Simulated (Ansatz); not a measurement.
The cluster Ge₅H₄⁺. Total charge 1; doublet. Geometry r2SCAN-D4/def2-SVP; atoms count from 1.

| atom | x (Å) | y (Å) | z (Å) |
| --- | --- | --- | --- |
| Ge1 | -0.366 | 0.907 | 1.957 |
| Ge2 | -1.709 | 0.101 | -1.346 |
| Ge3 | 1.469 | 0.335 | 0.607 |
| Ge4 | -1.755 | -0.820 | 0.920 |
| Ge5 | 0.619 | -0.155 | -1.510 |
| H6 | -2.527 | -0.401 | -2.548 |
| H7 | -0.061 | 1.022 | 3.461 |
| H8 | 2.884 | -0.086 | 1.022 |
| H9 | 1.447 | -0.903 | -2.562 |

Another isomer (doublet) lies 0.64 eV lower at PBE0-D4/def2-TZVP; other spin states weren't run for this one.

**Question.** Estimate the Mulliken populations from the PBE0/def2-TZVP orbitals of Ansatz.

**Answer.** 
```tsv
atom	charge (e)	spin (α − β)
Ge1	0.07	0.52
Ge2	0.08	0.51
Ge3	0.06	0.01
Ge4	0.23	-0.13
Ge5	0.06	0.03
H6	0.13	0.02
H7	0.12	0.02
H8	0.13	0.01
H9	0.13	0.01
```
Mulliken values and Mayer orders depend strongly on the basis.

**Question.** Where does the spin sit?

**Answer.** Summed by element: Ge 0.94, H 0.06, of 1 unpaired in all. Largest on single atoms: Ge1 0.52, Ge2 0.51, Ge4 -0.13.

**Question.** And the Mayer bond orders between bonded heavy atoms (over 0.3)?

**Answer.** Ge1–Ge3 1.05 (2.35 Å); Ge1–Ge4 0.93 (2.45 Å); Ge2–Ge4 0.94 (2.45 Å); Ge2–Ge5 1.05 (2.35 Å); Ge3–Ge5 1.10 (2.33 Å). Values over 0.3 also appear between atoms too far apart for a bond (Ge3–Ge4 0.31 at 3.44 Å; Ge4–Ge5 0.31 at 3.46 Å); they arise where an orbital or an unpaired electron spreads over both atoms.
